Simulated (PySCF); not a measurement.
Predicted microwave data (PBE0/pcSseg-1 in PySCF (dipole) on a GFN2-xTB geometry, gas phase) for one isomer of C5H11FOSi:

```
Rotational constants : A = 2685, B = 852.9, C = 660.6 MHz
Dipole components    : |μa| = 4.83 D, |μb| = 1.11 D, |μc| = 0.10 D
Inertial defect      : -15.77 u·Å²
κ                    : -0.81
```

Question: Which structure is it? (One computed conformer of each.)
A. `[CH3:1][CH2:2]/[CH:3]=[CH:4]/[CH2:5][O:6][SiH2:7][F:8]` with C1–C2–C3–C4 125°, C3–C4–C5–O6 -117°, C4–C5–O6–Si7 -159°, C5–O6–Si7–F8 -179°
B. `[CH3:1]/[C:2](=[CH:3]/[F:4])[SiH2:5][CH2:6][CH2:7][OH:8]` with C1–C2–Si5–C6 16°, C2–Si5–C6–C7 -165°, Si5–C6–C7–O8 -38°, C6–C7–O8–H 173°
C. `[CH3:1][CH2:2][O:3]/[C:4]([CH3:5])=[CH:6]\[SiH2:7][F:8]` with C1–C2–O3–C4 179°, C2–O3–C4–C5 8°, C4–C6–Si7–F8 179°
D. `[CH3:1][O:2][C@@H:3]1[C@H:4]([SiH3:5])[C@H:6]1[CH2:7][F:8]` with C1–O2–C3–C4 -87°, C4–C6–C7–F8 36°
E. `[CH3:1][O:2][Si@H:3]1[CH2:4][C@@:5]([CH3:6])([F:7])[CH2:8]1` with C1–O2–Si3–C4 178°, O2–Si3–C4–C5 133°, Si3–C4–C5–C6 104°, C4–C5–C8–Si3 17°, O2–Si3–C8–C5 -120°

Answer: C. It is CCO/C(C)=C\[SiH2]F, an asymmetric top. The candidates at the same level (rigid rotor, commonest isotopes):

```
                        SMILES  A (MHz)  B (MHz)  C (MHz)  μa (D)  μb (D)  μc (D)  Δ (u·Å²)  point group                        rotor
              CC/C=C/CO[SiH2]F     6777    474.1    455.1    1.82    2.31    0.09    -30.04           C1  near-prolate asymmetric top
CO[C@@H]1[C@H]([SiH3])[C@H]1CF     2086     1157    844.0    0.30    0.08    0.30    -80.29           C1               asymmetric top
            CCO/C(C)=C\[SiH2]F     2685    852.9    660.6    4.83    1.11    0.10    -15.77      near Cs               asymmetric top
            C/C(=C/F)[SiH2]CCO     2980    860.9    686.4    1.93    2.23    0.63    -20.37           C1               asymmetric top
       CO[Si@H]1C[C@@](C)(F)C1     4167    891.0    866.0    2.24    1.75    0.77   -104.93           C1  near-prolate asymmetric top
```

`CC/C=C/CO[SiH2]F` has A 152 % too high; `CO[C@@H]1[C@H]([SiH3])[C@H]1CF` has B 36 % too high; `C/C(=C/F)[SiH2]CCO` has A 11 % too high; `CO[Si@H]1C[C@@](C)(F)C1` has A 55 % too high. No structure here is proved a minimum.
